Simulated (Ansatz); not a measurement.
`C=[CH][SnH2][CH]=C`, relaxed with RKS PBE-D4/def2-SVP in the Gaussian-basis code of Ansatz from a rough embedded geometry. The force threshold is 0.03 eV/Å; the program also tests the step.

Charge 0, multiplicity 1. Sn: def2 effective core potential.

Start:

```xyz
13

C     1.857   -1.017   -0.330
C     1.751    0.062    0.368
Sn   -0.125    0.542    1.189
C    -1.574    0.815   -0.269
C    -1.881   -0.123   -1.178
H     1.074   -1.708   -0.561
H     2.862   -1.280   -0.786
H     2.588    0.681    0.576
H     0.057    2.003    2.205
H    -0.653   -0.773    2.260
H    -1.998    1.850   -0.413
H    -2.583    0.051   -1.932
H    -1.375   -1.101   -1.128
```

```
step  energy (eV)  largest force (eV/Å)  largest move (Å)
   1  -10097.9437                 3.582             0.000
   2  -10098.2131                 1.056             0.195
   3  -10098.3424                 0.339             0.200
   4  -10098.3500                 0.148             0.120
   5  -10098.3619                 0.064             0.101
   6  -10098.3643                 0.011             0.027
```

End:

```xyz
13

C     1.959   -1.053   -0.378
C     1.777    0.013    0.422
Sn   -0.131    0.562    1.276
C    -1.589    0.837   -0.294
C    -1.917   -0.112   -1.189
H     1.140   -1.742   -0.647
H     2.948   -1.297   -0.809
H     2.643    0.661    0.653
H     0.044    2.044    2.153
H    -0.665   -0.689    2.348
H    -2.078    1.826   -0.365
H    -2.659    0.071   -1.987
H    -1.471   -1.122   -1.181
```

It took 13 s on 2 threads of an AMD EPYC 7R13 on a shared host, with 0.17 GiB of host memory at the peak.
